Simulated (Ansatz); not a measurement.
Two isomers of CH5GeNS: A = `S[CH]1[NH][GeH2]1`, B = `[NH2][GeH]1[CH2][S]1`.

Calculated with Ansatz (gas phase, PBE0-D4/def2-TZVP geometries, no zero-point term in ΔE). CCSD(T)/CBS adds triple-zeta CCSD(T) − MP2 to the extrapolated MP2 energy (def2 sets, frozen cores). DFT in def2-TZVPP. For Ge outer-core shells are correlated without core-valence functions, which leaves a few kJ/mol of doubt a bond. Scalar relativity is left out up to krypton. One conformer a species, not always the lowest.

Problem. Which is lower in electronic energy at CCSD(T)/CBS, and by how much? (Estimate.)

Solution. The calculation gave: B, by 182.4 kJ/mol.

Problem. Give E(B) − E(A) in kJ/mol with B2PLYP, HF/def2-TZVPP, MP2/def2-TZVPP, CCSD/def2-TZVPP, PBE0-D4, ωB97M-V, PBE-D4. (An estimate is asked.)

Solution. Computed: B2PLYP -181.6, HF/def2-TZVPP -198.8, MP2/def2-TZVPP -187.8, CCSD/def2-TZVPP -184.4, PBE0-D4 -180.2, ωB97M-V -181.5, PBE-D4 -169.7. None reverses the order clearly.

Largest T1 diagnostic: 0.013.

In def2-TZVPP, CCSD(T) changes the Hartree–Fock value by +16.8 kJ/mol (the triples alone add +2.3 kJ/mol) and MP2 by +11.1 kJ/mol. From PBE to PBE0 (25 % exact exchange), in def2-TZVPP and without D4, E(B) − E(A) moves by −10.3 kJ/mol.
